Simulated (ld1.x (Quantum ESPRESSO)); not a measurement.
# Ranking TM potentials for P

All share these settings but for the change named:

- Element: phosphorus (P)
- Generator: ld1.x (Quantum ESPRESSO) 7.5
- Type: norm-conserving Troullier–Martins (Kleinman–Bylander form)
- Functional: LDA (PZ)
- Relativity: non-relativistic
- Frozen core: [Ne]
- Valence charge: 5
- Reference configuration: 3s2 3p3
- Partial waves: 3s (bound): rc 1.50 bohr; 3p (bound): rc 1.75 bohr
- Local potential: all-electron potential smoothed inside 1.55 bohr (lloc = -1)
- Core correction: none

Test errors are all-electron minus pseudo excitation energies from the reference, over 3s2 3p2; 3s2 3p1; 3s2 3p0; 3s1 3p4; 3s1 3p3; 3s2 3p2.5; 3s0 3p5. None of these files shows a bound ghost.

The base gives 165.0 meV.

Of 6 variants that were run, those that failed, showed a ghost or another fault, or gave nearly equal values are left out.

A variant can come out equal or close to the base, since the largest error may sit in a test that the change hardly touches while other tests move.

Task: Rank these variants by their largest absolute test error, smallest first.
A. all radii scaled by about 0.86 (s 1.28, p 1.50 bohr); local potential all-electron potential smoothed inside 1.32 bohr (lloc = -1)
B. all radii scaled by about 0.76 (s 1.14, p 1.32 bohr); local potential all-electron potential smoothed inside 1.16 bohr (lloc = -1)
C. all radii scaled by about 1.20 (s 1.80, p 2.10 bohr); local potential all-electron potential smoothed inside 1.86 bohr (lloc = -1)

Result: C (165.3 meV), A (187.5 meV), B (241.5 meV).
